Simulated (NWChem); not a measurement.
Species: C$_{2}$HBrClF; SMILES Cl/C(=C\F)Br

Program: NWChem. Pople sets run with spherical d functions. The geometry was optimised at PBE0/def2-SVP. Level MN15/6-31G*: energy and gradient on several grids; changes count from the extra-fine grid, which is no exact limit either.

| grid | size of the energy change (μHa) | largest change of a gradient component (μHa/bohr) |
|---|---|---|
| xcoarse | 40000 | 4000 |
| coarse | 100 | 300 |
| medium | 10 | 90 |
| fine | < 10 | < 30 |
| xfine | < 10 | < 30 |
